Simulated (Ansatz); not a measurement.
Ansatz (an electronic-structure program) input file for dimethyl carbonate (C3H6O3), SMILES O=C(OC)OC, PBE0-D3(BJ)/def2-SVP. 

Ansatz 0.2 input:
```yaml
crystal:
  periodic: [false, false, false]
  atoms:
    - {symbol: C, position_ang: [0.00018204, 0.01552625, 2.32774462]}
    - {symbol: O, position_ang: [-0.00013993, 0.70494107, 1.08402430]}
    - {symbol: C, position_ang: [0.00022374, -0.07153452, 0.00000000]}
    - {symbol: O, position_ang: [-0.00036559, -1.26939242, 0.00000000]}
    - {symbol: O, position_ang: [-0.00013993, 0.70494107, -1.08402431]}
    - {symbol: C, position_ang: [0.00018204, 0.01552625, -2.32774462]}
    - {symbol: H, position_ang: [-0.87559004, -0.63147914, 2.40643425]}
    - {symbol: H, position_ang: [-0.02331129, 0.78628904, 3.09331230]}
    - {symbol: H, position_ang: [0.89971963, -0.59532271, 2.42568991]}
    - {symbol: H, position_ang: [-0.02331130, 0.78628905, -3.09331229]}
    - {symbol: H, position_ang: [0.89971963, -0.59532271, -2.42568991]}
    - {symbol: H, position_ang: [-0.87559004, -0.63147914, -2.40643425]}
basis:
  gaussian:
    orbitals: def2-SVP
hamiltonian:
  xc: pbe0
  dispersion: d3bj
relax: {f_tol: 0.002, max_steps: 200}
```

It prints:

```
WARN ansatz: RAYON_NUM_THREADS=1 ignored (pool sized by the plan → 1); use --threads N
Functional definition: PBE0
integrals: 0.07 GiB planned
1249 factors; integrals over basis functions are off by at most 2.6e-4 eV
mean field: 0.49 GiB planned
mean field evaluation 1: about -9326.8032 eV, gradient 5.6e1 eV
mean field evaluation 2: about -9322.4978 eV, gradient 7.7e1 eV
mean field evaluation 4: about -9332.7924 eV, gradient 4.0e0 eV
mean field evaluation 8: about -9332.8788 eV, gradient 4.4e-2 eV
mean field evaluation 16: about -9332.8788 eV, gradient 1.5e-5 eV
mean field -9332.87876105 eV, -342.9769684160 hartree, gradient 1.5e-5 eV, S^2 0.000000; 0 other end points of the search recorded, 0 dependent functions left out
the calculation of the forces begins
reference -9332.87878817 eV, -342.9769694127 hartree; 24, 24 occupied and 90, 90 virtual orbitals, 1249 factors
relax step   1: F+E_penalty+E_count = -9333.04752649 eV  Δ(F+E_penalty+E_count) = +0.000e0 eV  max|allowed force component| = 5.769e-1 eV/Å  Δτ_max = 0.0000 Å  (28 SCF iters, accepted)
these checks for a lower state are left out or cut short: starts, cluster_reference, orbital_swaps, neighbouring_geometries, increment
integrals: 0.07 GiB planned
1249 factors; integrals over basis functions are off by at most 2.6e-4 eV
mean field: 0.48 GiB planned
mean field -9332.89046721 eV, -342.9773986094 hartree, gradient 1.9e-5 eV, S^2 0.000000; 0 other end points of the search recorded, 0 dependent functions left out
the calculation of the forces begins
reference -9332.89049433 eV, -342.9773996062 hartree; 24, 24 occupied and 90, 90 virtual orbitals, 1249 factors
relax step   2: F+E_penalty+E_count = -9333.05938073 eV  Δ(F+E_penalty+E_count) = -1.185e-2 eV  max|allowed force component| = 2.173e-1 eV/Å  Δτ_max = 0.0091 Å  (32 SCF iters, accepted)
these checks for a lower state are left out or cut short: starts, cluster_reference, orbital_swaps, neighbouring_geometries, increment
integrals: 0.07 GiB planned
1249 factors; integrals over basis functions are off by at most 2.6e-4 eV
mean field: 0.49 GiB planned
mean field -9332.89190865 eV, -342.9774515814 hartree, gradient 1.0e-5 eV, S^2 0.000000; 0 other end points of the search recorded, 0 dependent functions left out
the calculation of the forces begins
reference -9332.89193576 eV, -342.9774525778 hartree; 24, 24 occupied and 90, 90 virtual orbitals, 1249 factors
relax step   3: F+E_penalty+E_count = -9333.06088213 eV  Δ(F+E_penalty+E_count) = -1.501e-3 eV  max|allowed force component| = 3.033e-2 eV/Å  Δτ_max = 0.0047 Å  (26 SCF iters, accepted)
these checks for a lower state are left out or cut short: starts, cluster_reference, orbital_swaps, neighbouring_geometries, increment
integrals: 0.07 GiB planned
1249 factors; integrals over basis functions are off by at most 2.6e-4 eV
mean field: 0.49 GiB planned
mean field evaluation 32: about -9332.8332 eV, gradient 3.7e-1 eV
mean field -9332.89198387 eV, -342.9774543456 hartree, gradient 1.5e-5 eV, S^2 0.000000; 0 other end points of the search recorded, 0 dependent functions left out
the calculation of the forces begins
reference -9332.89201098 eV, -342.9774553419 hartree; 24, 24 occupied and 90, 90 virtual orbitals, 1249 factors
relax step   4: F+E_penalty+E_count = -9333.06094059 eV  Δ(F+E_penalty+E_count) = -5.845e-5 eV  max|allowed force component| = 3.528e-2 eV/Å  Δτ_max = 0.0028 Å  (25 SCF iters, accepted)
these checks for a lower state are left out or cut short: starts, cluster_reference, orbital_swaps, neighbouring_geometries, increment
integrals: 0.07 GiB planned
1249 factors; integrals over basis functions are off by at most 2.6e-4 eV
mean field: 0.48 GiB planned
mean field -9332.89207667 eV, -342.9774577562 hartree, gradient 1.9e-5 eV, S^2 0.000000; 0 other end points of the search recorded, 0 dependent functions left out
the calculation of the forces begins
reference -9332.89210379 eV, -342.9774587527 hartree; 24, 24 occupied and 90, 90 virtual orbitals, 1249 factors
relax step   5: F+E_penalty+E_count = -9333.06099573 eV  Δ(F+E_penalty+E_count) = -5.514e-5 eV  max|allowed force component| = 2.281e-2 eV/Å  Δτ_max = 0.0083 Å  (32 SCF iters, accepted)
these checks for a lower state are left out or cut short: starts, cluster_reference, orbital_swaps, neighbouring_geometries, increment
integrals: 0.07 GiB planned
1249 factors; integrals over basis functions are off by at most 2.6e-4 eV
mean field: 0.49 GiB planned
mean field -9332.89208219 eV, -342.9774579591 hartree, gradient 1.8e-5 eV, S^2 0.000000; 0 other end points of the search recorded, 0 dependent functions left out
the calculation of the forces begins
reference -9332.89210931 eV, -342.9774589557 hartree; 24, 24 occupied and 90, 90 virtual orbitals, 1249 factors
relax step   6: F+E_penalty+E_count = -9333.06101326 eV  Δ(F+E_penalty+E_count) = -1.753e-5 eV  max|allowed force component| = 1.720e-2 eV/Å  Δτ_max = 0.0043 Å  (24 SCF iters, accepted)
these checks for a lower state are left out or cut short: starts, cluster_reference, orbital_swaps, neighbouring_geometries, increment
integrals: 0.07 GiB planned
1249 factors; integrals over basis functions are off by at most 2.6e-4 eV
mean field: 0.49 GiB planned
mean field -9332.89207863 eV, -342.9774578282 hartree, gradient 9.0e-5 eV, S^2 0.000000; 0 other end points of the search recorded, 0 dependent functions left out
the calculation of the forces begins
reference -9332.89210575 eV, -342.9774588247 hartree; 24, 24 occupied and 90, 90 virtual orbitals, 1249 factors
relax step   7: F+E_penalty+E_count = -9333.06101735 eV  Δ(F+E_penalty+E_count) = -4.091e-6 eV  max|allowed force component| = 1.118e-3 eV/Å  Δτ_max = 0.0014 Å  (22 SCF iters, accepted)
integrals: 0.07 GiB planned
1249 factors; integrals over basis functions are off by at most 2.6e-4 eV
mean field: 0.49 GiB planned
mean field evaluation 64: about -9332.8065 eV, gradient 4.0e0 eV
mean field -9332.89207863 eV, -342.9774578282 hartree, gradient 9.0e-5 eV, S^2 0.000000; 1 other end points of the search recorded, 0 dependent functions left out
the calculation of the forces begins
reference -9332.89210575 eV, -342.9774588247 hartree; 24, 24 occupied and 90, 90 virtual orbitals, 1249 factors
Total energy: -9333.06104447 eV, -342.9836672082 hartree
Atom 0 at    -0.001096     0.018722     2.314529 Å, force    -0.000100     0.000111     0.000442 eV/Å
Atom 1 at    -0.010981     0.705526     1.077606 Å, force     0.000069    -0.000440    -0.000533 eV/Å
Atom 2 at     0.000276    -0.070403     0.000000 Å, force    -0.000067     0.001118    -0.000000 eV/Å
Atom 3 at     0.017650    -1.272598     0.000000 Å, force     0.000153    -0.000779     0.000000 eV/Å
Atom 4 at    -0.010981     0.705526    -1.077606 Å, force     0.000069    -0.000440     0.000533 eV/Å
Atom 5 at    -0.001096     0.018722    -2.314529 Å, force    -0.000100     0.000111    -0.000442 eV/Å
Atom 6 at    -0.883452    -0.631087     2.412248 Å, force    -0.000367     0.000274     0.000174 eV/Å
Atom 7 at    -0.013724     0.790916     3.092416 Å, force    -0.000023    -0.000296     0.000534 eV/Å
Atom 8 at     0.901079    -0.603085     2.413582 Å, force     0.000378     0.000182    -0.000258 eV/Å
Atom 9 at    -0.013724     0.790916    -3.092416 Å, force    -0.000023    -0.000296    -0.000534 eV/Å
Atom 10 at     0.901079    -0.603085    -2.413582 Å, force     0.000378     0.000182     0.000258 eV/Å
Atom 11 at    -0.883452    -0.631087    -2.412248 Å, force    -0.000367     0.000274    -0.000174 eV/Å
Dipole moment:    -0.000995     0.065864     0.000000 e Å
```

Self-consistency was reached.
